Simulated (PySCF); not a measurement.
SMILES [NH3]->[Zn+2](<-[NH3])(<-[NH3])<-[NH3] (charge +2), GFN2-xTB optimised geometry.

```
17

Zn    -0.38    -0.78     0.00
N     -1.07     1.16     0.00
H     -0.80     1.69    -0.83
H     -0.73     1.72     0.79
H     -2.09     1.23     0.05
N     -1.07    -1.75     1.68
H     -0.71    -2.70     1.78
H     -2.08    -1.85     1.71
H     -0.82    -1.28     2.55
N     -1.06    -1.75    -1.68
H     -0.70    -1.36    -2.55
H     -2.08    -1.73    -1.78
H     -0.82    -2.74    -1.71
N      1.68    -0.78     0.00
H      2.09    -0.30    -0.80
H      2.09    -1.72    -0.02
H      2.09    -0.33     0.82
```

Density from B3LYP/def2-SVP (PySCF 2.14.0) at that geometry.

Minimum of the electron density along straight lines between bonded atoms, close to the bond critical point (lines longer than 1.1 times the sum of covalent radii, or with two minima, are not listed):

```json
[
 {"bond": "Zn1–N2", "length / Å": "2.056", "ρ at the minimum / e bohr⁻³": "0.075", "∇²ρ there / e bohr⁻⁵": "0.36", "position (fraction from the first atom)": "0.47"},
 {"bond": "N2–H3", "length / Å": "1.023", "ρ at the minimum / e bohr⁻³": "0.324", "∇²ρ there / e bohr⁻⁵": "-1.58", "position (fraction from the first atom)": "0.78"},
 {"bond": "N2–H4", "length / Å": "1.023", "ρ at the minimum / e bohr⁻³": "0.324", "∇²ρ there / e bohr⁻⁵": "-1.58", "position (fraction from the first atom)": "0.78"},
 {"bond": "N2–H5", "length / Å": "1.023", "ρ at the minimum / e bohr⁻³": "0.324", "∇²ρ there / e bohr⁻⁵": "-1.58", "position (fraction from the first atom)": "0.78"},
 {"bond": "Zn1–N6", "length / Å": "2.056", "ρ at the minimum / e bohr⁻³": "0.075", "∇²ρ there / e bohr⁻⁵": "0.36", "position (fraction from the first atom)": "0.47"},
 {"bond": "N6–H7", "length / Å": "1.023", "ρ at the minimum / e bohr⁻³": "0.324", "∇²ρ there / e bohr⁻⁵": "-1.58", "position (fraction from the first atom)": "0.78"},
 {"bond": "N6–H8", "length / Å": "1.023", "ρ at the minimum / e bohr⁻³": "0.324", "∇²ρ there / e bohr⁻⁵": "-1.58", "position (fraction from the first atom)": "0.78"},
 {"bond": "N6–H9", "length / Å": "1.023", "ρ at the minimum / e bohr⁻³": "0.324", "∇²ρ there / e bohr⁻⁵": "-1.58", "position (fraction from the first atom)": "0.78"},
 {"bond": "Zn1–N10", "length / Å": "2.056", "ρ at the minimum / e bohr⁻³": "0.075", "∇²ρ there / e bohr⁻⁵": "0.36", "position (fraction from the first atom)": "0.47"},
 {"bond": "N10–H11", "length / Å": "1.023", "ρ at the minimum / e bohr⁻³": "0.324", "∇²ρ there / e bohr⁻⁵": "-1.58", "position (fraction from the first atom)": "0.78"},
 {"bond": "N10–H12", "length / Å": "1.023", "ρ at the minimum / e bohr⁻³": "0.324", "∇²ρ there / e bohr⁻⁵": "-1.58", "position (fraction from the first atom)": "0.78"},
 {"bond": "N10–H13", "length / Å": "1.023", "ρ at the minimum / e bohr⁻³": "0.324", "∇²ρ there / e bohr⁻⁵": "-1.58", "position (fraction from the first atom)": "0.78"},
 {"bond": "Zn1–N14", "length / Å": "2.056", "ρ at the minimum / e bohr⁻³": "0.075", "∇²ρ there / e bohr⁻⁵": "0.36", "position (fraction from the first atom)": "0.47"},
 {"bond": "N14–H15", "length / Å": "1.023", "ρ at the minimum / e bohr⁻³": "0.324", "∇²ρ there / e bohr⁻⁵": "-1.58", "position (fraction from the first atom)": "0.78"},
 {"bond": "N14–H16", "length / Å": "1.023", "ρ at the minimum / e bohr⁻³": "0.324", "∇²ρ there / e bohr⁻⁵": "-1.58", "position (fraction from the first atom)": "0.78"},
 {"bond": "N14–H17", "length / Å": "1.023", "ρ at the minimum / e bohr⁻³": "0.324", "∇²ρ there / e bohr⁻⁵": "-1.58", "position (fraction from the first atom)": "0.78"}
]
```
